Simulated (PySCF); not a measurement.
A GIAO shielding run with PySCF (density fitting, non-relativistic, gas phase) on SMILES FC[Si](C/C=N\C)([SiH3])[SiH3], C4H14FNSi3:

```
$ OMP_NUM_THREADS=1 python probes_run.py task.json out

{"job": {"kind": "nmr", "xc": "PBE0", "basis": "pcSseg-1"}, "charge": 0, "multiplicity": 1}
C      2.701873     1.434264    -0.011931
N      2.696897     0.181262    -0.714406
C      1.911107    -0.750893    -0.399234
C      0.866254    -0.778554     0.654834
Si    -0.870191    -0.267665    -0.056970
Si    -2.321702    -0.100342     1.774409
Si    -0.732813     1.451185    -1.642347
C     -1.385889    -1.859548    -1.041899
F     -2.654125    -1.664670    -1.562047
H      1.698784     1.839340     0.160561
H      3.199111     1.323310     0.955728
H      3.274046     2.141912    -0.610765
H      1.997160    -1.650009    -1.002643
H      0.795461    -1.785901     1.064733
H      1.127174    -0.100479     1.466276
H     -3.699509     0.147721     1.354509
H     -2.336965    -1.295143     2.628212
H     -1.918075     1.016066     2.637422
H     -1.899303     1.432974    -2.525966
H     -0.732321     2.748361    -0.952465
H      0.462655     1.397159    -2.486235
H     -1.447439    -2.760597    -0.424949
H     -0.736946    -2.072769    -1.895630
```

Hardware: 1 thread of an Arm Neoverse N1, shared host. The job also computes population analyses, field gradients.

Task: How large is the calculation?

Result: 96 electrons, 244 basis functions and 1332 auxiliary functions.

Task: How long does it take, and how much memory does it need?

Result: 110 s of wall time, with 14 SCF cycles and 5 response iterations; peak memory 1.1 GiB. Times on a shared host scatter by some tens of per cent.
